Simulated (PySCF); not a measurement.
A structure optimised at PBE-D3(BJ)/def2-SVP, used in a PySCF frequency run:

```xyz
6

Zn    -0.0247    -0.8506     0.0000
N      0.1425    -2.6771     0.0000
H     -0.2730    -3.1366    -0.8214
H     -0.2730    -3.1366     0.8214
Se     0.0507     1.4420     0.0000
H     -1.4349     1.5049     0.0000
```

**Question.** Write its SMILES, formula and point group.

**Answer.** [NH2][Zn][SeH], H3NSeZn, Cs

**Question.** What are its rotational constants (standard atomic weights)?

**Answer.** 124.05, 1.5140, 1.5079 GHz
